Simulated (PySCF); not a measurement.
First SCF of a structure search on doublet Ti(OH)₃, at a hand-made T-shaped (heavy-atom frame) geometry. PySCF input:

```python
from pyscf import gto, scf, dft
mol = gto.M(atom='''
Ti     0.000000     0.000000     0.000000
O      0.000000     0.000000     1.990000
O      1.988800     0.000000     0.069400
O     -1.988800     0.000000     0.069400
H     -0.735400     0.000000     2.607100
H      2.605500    -0.735400     0.091000
H     -2.605500     0.735400     0.091000''',
    basis={'Ti': 'def2-TZVP', 'O': 'def2-TZVP', 'H': 'def2-TZVP'},
    charge=0, spin=1)
mf = dft.UKS(mol, xc='PBE0')
mf.grids.atom_grid = (50, 194)
aux = {'Ti': 'def2-universal-JKFIT', 'O': 'def2-universal-JKFIT', 'H': 'def2-universal-JKFIT'}
mf = mf.density_fit(auxbasis=aux)
mf.conv_tol = 1e-08
mf.diis_space = 10
mf.max_cycle = 60
mf.init_guess = 'minao'
mf.verbose = 4
mf.kernel()
```

Excerpt of the output (cycles alone):

```
init E= -1076.2875202951
cycle= 1 E= -1076.05613283322  delta_E= 0.231  |g|= 1.18  |ddm|= 1.57
cycle= 2 E= -1052.55101955072  delta_E= 23.5  |g|= 7.56  |ddm|= 3.04
cycle= 3 E= -1076.06491646979  delta_E= -23.5  |g|= 1.29  |ddm|= 2.58
cycle= 4 E= -1076.63395757715  delta_E= -0.569  |g|= 0.299  |ddm|= 0.591
cycle= 5 E= -1076.66396309958  delta_E= -0.03  |g|= 0.126  |ddm|= 0.163
cycle= 6 E= -1076.6663925249  delta_E= -0.00243  |g|= 0.109  |ddm|= 0.106
cycle= 7 E= -1076.67119169315  delta_E= -0.0048  |g|= 0.014  |ddm|= 0.0615
cycle= 8 E= -1076.67155376898  delta_E= -0.000362  |g|= 0.00597  |ddm|= 0.0357
cycle= 9 E= -1076.67166676687  delta_E= -0.000113  |g|= 0.00373  |ddm|= 0.0227
cycle= 10 E= -1076.67169719664  delta_E= -3.04e-05  |g|= 0.00358  |ddm|= 0.012
cycle= 11 E= -1076.67171304239  delta_E= -1.58e-05  |g|= 0.00119  |ddm|= 0.00867
cycle= 12 E= -1076.67171745616  delta_E= -4.41e-06  |g|= 0.000526  |ddm|= 0.00499
cycle= 13 E= -1076.67171857467  delta_E= -1.12e-06  |g|= 0.000291  |ddm|= 0.00189
cycle= 14 E= -1076.67171958452  delta_E= -1.01e-06  |g|= 0.000214  |ddm|= 0.00232
cycle= 15 E= -1076.67172031324  delta_E= -7.29e-07  |g|= 0.000128  |ddm|= 0.00271
cycle= 16 E= -1076.67172052611  delta_E= -2.13e-07  |g|= 9.93e-05  |ddm|= 0.00118
cycle= 17 E= -1076.67172069702  delta_E= -1.71e-07  |g|= 7.14e-05  |ddm|= 0.00118
cycle= 18 E= -1076.67172082501  delta_E= -1.28e-07  |g|= 7.84e-05  |ddm|= 0.00136
cycle= 19 E= -1076.67172085973  delta_E= -3.47e-08  |g|= 3.15e-05  |ddm|= 0.000664
cycle= 20 E= -1076.67172087384  delta_E= -1.41e-08  |g|= 2.37e-05  |ddm|= 0.00041
cycle= 21 E= -1076.67172088057  delta_E= -6.73e-09  |g|= 1.93e-05  |ddm|= 0.000184
Extra cycle  E= -1076.67172088373  delta_E= -3.16e-09  |g|= 1.84e-05  |ddm|= 8.74e-05
converged SCF energy = -1076.67172088373  <S^2> = 0.75851034  2S+1 = 2.0084923
```

No lower solution of this spin was found from smeared starts or by a stability analysis within the unrestricted form.

Open d and f shells are described by one determinant, and the ground state may have another occupation or spin.

The search for the lowest solution, 3 starts and the stability check together, took 35 s on 4 threads of a shared Arm Neoverse V2 host, with 156 basis functions; the process peaked at 0.95 GiB. Launch command: `OMP_NUM_THREADS=4 python axn.py task.json out`.
